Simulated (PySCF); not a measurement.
**Radial density of Co⁺ (cobalt, charge +1)**

UHF, [Ar] 3d8, high-spin 3F determinant. Computed with PySCF 2.14 in def2-TZVP (6s4p4d1f, 45 functions), with no relativity, point nucleus.

| r (bohr) | 4πr²ρ (e/bohr) | 4πr²(ρα − ρβ) |
| --- | --- | --- |
| 0.000793 | 0.1011 | 0.0000 |
| 0.00133 | 0.2786 | 0.0000 |
| 0.00224 | 0.7487 | 0.0000 |
| 0.00378 | 1.953 | 0.0000 |
| 0.00635 | 4.805 | 0.0000 |
| 0.0107 | 10.78 | 0.0000 |
| 0.0180 | 20.62 | 0.0000 |
| 0.0302 | 30.54 | 0.0002 |
| 0.0508 | 31.01 | 0.0016 |
| 0.0855 | 25.34 | 0.0096 |
| 0.144 | 33.59 | 0.0661 |
| 0.242 | 30.74 | 0.3685 |
| 0.407 | 14.42 | 1.2641 |
| 0.684 | 18.76 | 1.9470 |
| 1.15 | 8.982 | 1.1762 |
| 1.94 | 1.565 | 0.2633 |
| 3.26 | 0.1529 | 0.0142 |
| 5.48 | 0.002074 | -0.0004 |
